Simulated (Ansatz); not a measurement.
Basis sets compared for Mg5S4 (the lowest singlet isomer of a short search). Charge 0, multiplicity 1. Geometry B3LYP-D4/def2-SVP. Ansatz on 4 threads of Arm Neoverse V2 on a shared host; times are rough, and most runs start from earlier orbitals.

Cartesian coordinates in Å:
```
Mg -1.0207 2.7345 -1.0304
Mg 1.2453 0.6198 1.1712
Mg 0.8927 -0.5367 -1.4924
Mg -0.2180 -1.9708 0.8821
Mg -2.0545 0.4032 0.0907
S -0.8741 -0.0197 2.2023
S -1.3279 -1.5222 -1.2498
S 1.2593 1.8281 -0.9619
S 2.0980 -1.5361 0.3881
```

The restricted singlet is unstable towards broken spin symmetry in Hartree–Fock (as tested in another run); at PBE-D4/def2-SVP, PBE-D4/def2-TZVP, PBE0-D4/def2-SVP, PBE0-D4/def2-TZVP this wasn't settled. The structure comes from a short search, and lower isomers may exist.

Binding counts from free atoms (Mg singlet, S triplet) in the same basis, without a counterpoise term.

```json
{"level": "PBE-D4/def2-SVP", "functions": "162", "energy (Eh)": "-2591.4949", "HOMO (eV)": "-4.56", "LUMO (eV)": "-2.73", "binding per atom (eV)": "2.82", "wall time": "3.8 s"}
{"level": "PBE0-D4/def2-SVP", "functions": "162", "energy (Eh)": "-2591.7248", "HOMO (eV)": "-5.22", "LUMO (eV)": "-2.11", "binding per atom (eV)": "2.80", "wall time": "7 s"}
```

(1) Estimate the rows for PBE-D4/def2-TZVP (with forces), PBE0-D4/def2-TZVP.

Results:

(1) 
| level | functions | energy (Eh) | HOMO (eV) | LUMO (eV) | binding per atom (eV) | wall time |
| --- | --- | --- | --- | --- | --- | --- |
| PBE-D4/def2-TZVP (with forces) | 308 | -2592.3901 | -4.52 | -2.69 | 2.79 | 8 s |
| PBE0-D4/def2-TZVP | 308 | -2592.6141 | -5.17 | -2.07 | 2.77 | 18 s |
